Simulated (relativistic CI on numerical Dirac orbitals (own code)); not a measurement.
# Rh3+: resonant inelastic scattering at the L2,3 edge

Computed with this model: Dirac-Coulomb-Breit CI, orbitals from a KLI potential per configuration, model QED (radiative potential, 1s self-energy scaled to tabulated hydrogen-like ionisation energies), valence Slater integrals scaled by 0.8, Kramers-Heisenberg scattering through one core-hole configuration in a parametric crystal field; configurations [Kr] 4d6 → [He] 2s2 2p5 3s2 3p6 3d10 4s2 4p6 4d7; 300 K; core-hole width 0.96 eV; summed over polarisations. Incident energies are the highest absorption maxima for each field (at most a few, so the weaker spin-orbit partner edge can be absent), on the computed scale of the free ion. Intensities are in per cent of the strongest line above 0.02 eV; levels within 1 cm⁻¹ are merged; final levels count from the ground level, the first row holds all elastic scattering, lines under 0.4 are left out and each table stops after 24 rows. The scale of the Slater integrals is a model choice and moves the terms in proportion.

Field parameters in Wybourne normalisation: Oh B⁴₀ = 21Dq, B⁴₄ = √(5/14) B⁴₀. The field is a parameter set, without covalency.

S is read from ⟨S²⟩ = S(S + 1).

Oh, 10Dq = 6000 cm⁻¹:

| Final level (eV) | Degeneracy | Irrep | S | 3007.6 eV | 3008.7 eV | 3150.1 eV |
| --- | --- | --- | --- | --- | --- | --- |
| 0.000 | 3 | T2 | 1.99 | 538.7 | 293.9 | 61.8 |
| 0.054 | 2 | E | 1.98 | 42.9 | 25.8 | 6.6 |
| 0.071 | 3 | T1 | 1.98 | 58.8 | 27.4 | 11.2 |
| 0.129 | 1 | A1 | 1.97 | 24.1 | 11.9 | 5.8 |
| 0.186 | 3 | T1 | 1.98 | 100.0 | 36.3 | 25.0 |
| 0.207 | 3 | T2 | 1.98 | 78.4 | 35.6 | 19.7 |
| 0.884 | 1 | A2 | 1.99 | 8.3 | 17.0 | 4.1 |
| 0.885 | 3 | T2 | 1.98 | 23.6 | 59.7 | 8.3 |
| 0.886 | 2 | E | 1.97 | 15.0 | 26.2 | 3.2 |
| 0.898 | 3 | T1 | 1.97 | 12.5 | 27.0 | 5.4 |
| 0.907 | 1 | A1 | 1.97 | 1.1 | 3.9 | 1.1 |
| 1.331 | 1 | A1 | 0.78 | 2.0 | 1.1 | 4.9 |
| 1.415 | 2 | E | 1.01 | 3.3 | 2.9 | 3.1 |
| 1.452 | 3 | T2 | 1.02 | 2.9 | 2.7 | 3.9 |
| 1.575 | 3 | T1 | 1.01 | 6.5 | 6.2 | 12.6 |
| 1.728 | 3 | T1 | 0.96 | 3.8 | 2.5 | 6.1 |
| 1.809 | 2 | E | 1.01 | 4.5 | 5.5 | 10.2 |
| 1.836 | 1 | A2 | 0.99 | 0.4 | 1.2 | 0.7 |
| 1.839 | 3 | T2 | 1.00 | 3.2 | 3.5 | 4.2 |
| 2.050 | 2 | E | 0.99 | 2.2 | 2.1 | 2.2 |
| 2.060 | 3 | T1 | 0.94 | 3.0 | 2.1 | 7.1 |
| 2.105 | 3 | T2 | 0.99 | 3.3 | 1.2 | 6.2 |
| 2.185 | 1 | A1 | 0.98 | 1.3 | 0.5 | 4.7 |
| 2.207 | 3 | T1 | 0.93 | 7.4 | 5.5 | 14.4 |

Oh, 10Dq = 13500 cm⁻¹:

| Final level (eV) | Degeneracy | Irrep | S | 3007.6 eV |
| --- | --- | --- | --- | --- |
| 0.000 | 1 | A1 | 0.64 | 409.9 |
| 0.157 | 3 | T2 | 1.98 | 8.8 |
| 0.187 | 2 | E | 1.91 | 20.5 |
| 0.211 | 3 | T1 | 1.93 | 5.9 |
| 0.318 | 3 | T1 | 1.94 | 0.7 |
| 0.326 | 1 | A1 | 1.76 | 15.9 |
| 0.765 | 2 | E | 1.11 | 20.8 |
| 0.814 | 3 | T2 | 1.19 | 2.8 |
| 0.956 | 3 | T1 | 1.16 | 5.1 |
| 1.138 | 1 | A1 | 1.02 | 6.5 |
| 1.217 | 3 | T1 | 0.94 | 100.0 |
| 1.293 | 2 | E | 1.02 | 13.1 |
| 1.386 | 3 | T2 | 1.01 | 35.4 |
| 1.655 | 3 | T1 | 0.41 | 41.3 |
| 1.928 | 3 | T1 | 1.87 | 5.7 |
| 1.934 | 3 | T2 | 1.92 | 5.4 |
| 2.246 | 2 | E | 1.08 | 1.0 |
| 2.275 | 3 | T2 | 1.03 | 0.8 |
| 2.327 | 3 | T1 | 1.05 | 3.5 |
| 2.383 | 1 | A1 | 1.12 | 1.3 |
| 2.442 | 3 | T2 | 0.90 | 5.3 |
| 2.519 | 3 | T1 | 0.97 | 2.9 |
| 2.523 | 2 | E | 1.01 | 2.3 |
| 2.528 | 3 | T2 | 0.73 | 19.5 |

For the first field the strongest loss at the lowest incident energy is the level at 0.19 eV (S = 1.98, against 1.99 in the thermal ground state). Levels of other spin, the first over 8 % at 1.57 eV, appear because spin-orbit coupling of the core hole, and in heavier ions of the valence shell too, mixes spins.
